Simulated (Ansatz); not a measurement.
```xyz
2

C    -0.0382    0.0227   -0.3086
H    -0.0661    0.0059    1.1013
```

Basis set: aug-cc-pVDZ (spherical functions). Left uncorrelated: 1 orbital. Charge 0, multiplicity 2.

Computed with Ansatz (development build ahead of 0.2.0); each method stands on the lowest determinant of its kind that the runs found.

The atomization energy at this shape (free ground-state atoms in the same class of orbitals less the molecule, no zero-point energy) of doublet CH:

| method | atomization energy |
| --- | --- |
| UHF | 1.63 eV |

Question: What does UHF-MP2 give?

Answer: 2.39 eV. Caution: the unrestricted determinant is spin contaminated. Caution for UHF-MP2: bonds are stretched, where a single reference can fail.
